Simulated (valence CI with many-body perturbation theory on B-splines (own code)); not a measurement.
Energy levels of Hg74+

Level of theory: valence CI with perturbative core correlation (CI+MBPT): four valence electrons over a frozen Dirac-Fock core [He], radial functions for each j: 11 s, 11 p, 9 d, 7 f, 5 g, 2 h, 1 i, with the one-electron correlation potential Σ1 (screened to all orders), the two-electron term Σ2, the three-electron term Σ3, Breit, model QED; selected single and double excitations, second order for the rest (own B-spline code, finite nucleus).

No measured spectrum was set against this ion. As an estimate, large intervals hold to a few tenths of a per cent, small ones and those within an open d or f shell to about a per cent. Among the levels kept, up to 300 cm⁻¹ of a level comes from second order outside the variational space, and about a tenth of that is noise between levels of different J, which matters for small intervals.

Levels 91 to 114 of 114, with energies above the lowest level, (2s^2 2p1/2^2) J=0. "Leading %" is the weight of the configuration and term that name the level; weights of strongly mixed levels are sums over their largest components and can fall short. In the jj column 3d3/2^4 stands for four electrons in 3d with j = 3/2. Lifetimes count E1, E2, E3, M1 and M2 decay at the calculated energies, and are blank where another channel may lead or the interval is too uncertain; long ones can be off by a factor of two.

```
No.  Configuration  Term  J  E (eV)  Leading %      g  Lifetime                    Leading jj
 91      2s.2p2.3d    3G  4   15698         34  1.118   17.2 fs   2s 2p1/2 2p3/2 3d3/2 (98 %)
 92      2s.2p2.3d    3D  3   15707         33  1.225    430 as   2s 2p1/2 2p3/2 3d3/2 (99 %)
 93      2s.2p2.3p   3P°  0   15713         79          24.0 fs  2s 2p1/2 2p3/2 3p3/2 (100 %)
 94      2s.2p2.3d    3D  2   15716         34  1.296    376 as   2s 2p1/2 2p3/2 3d3/2 (99 %)
 95      2s.2p2.3p   1D°  2   15716         42  1.086   3.09 fs   2s 2p1/2 2p3/2 3p3/2 (99 %)
 96      2s.2p2.3p   3S°  1   15718         33  1.369   2.83 fs   2s 2p1/2 2p3/2 3p3/2 (99 %)
 97      2s.2p2.3p   3P°  1   15725         49  1.178   13.5 fs   2s 2p1/2 2p3/2 3p3/2 (99 %)
 98      2s.2p2.3d    3P  1   15726         33  1.729    361 as   2s 2p1/2 2p3/2 3d3/2 (99 %)
 99      2s.2p2.3d    3F  2   15774         70  0.839   3.38 fs   2s 2p1/2 2p3/2 3d3/2 (96 %)
100      2s.2p2.3d    3G  3   15779         48  0.880   5.53 fs  2s 2p1/2 2p3/2 3d3/2 (100 %)
101      2s.2p2.3d    3D  1   15783         35  0.685   1.39 fs   2s 2p1/2 2p3/2 3d3/2 (96 %)
102      2s.2p2.3d    5D  4   15799         44  1.362   17.9 fs  2s 2p1/2 2p3/2 3d5/2 (100 %)
103      2s.2p2.3d    3D  1   15804         53  0.895    384 as   2s 2p1/2 2p3/2 3d3/2 (96 %)
104      2s.2p2.3d    3F  2   15804         32  0.974    376 as   2s 2p1/2 2p3/2 3d3/2 (96 %)
105      2s.2p2.3d    3P  0   15816         80           301 as   2s 2p1/2 2p3/2 3d3/2 (99 %)
106      2s.2p2.3d    3P  2   15829         30  1.310    512 as   2s 2p1/2 2p3/2 3d5/2 (95 %)
107      2s.2p2.3d    3F  3   15832         41  1.295    343 as   2s 2p1/2 2p3/2 3d5/2 (98 %)
108      2s.2p2.3d    3G  5   15841         64  1.239   3.49 ps  2s 2p1/2 2p3/2 3d5/2 (100 %)
109      2s.2p2.3d    3D  1   15854         51  0.999    453 as   2s 2p1/2 2p3/2 3d5/2 (94 %)
110      2s.2p2.3d    3D  3   15868         59  1.245    486 as   2s 2p1/2 2p3/2 3d5/2 (99 %)
111      2s.2p2.3d    3F  4   15873         59  1.198    370 as   2s 2p1/2 2p3/2 3d5/2 (98 %)
112      2s.2p2.3d    1D  2   15879         39  1.134    529 as   2s 2p1/2 2p3/2 3d5/2 (97 %)
113      2s.2p2.3d    1P  1   15893         44  0.994    474 as   2s 2p1/2 2p3/2 3d5/2 (96 %)
114      2s.2p2.3d    3P  0   15901         53           444 as   2s 2p1/2 2p3/2 3d5/2 (98 %)
```
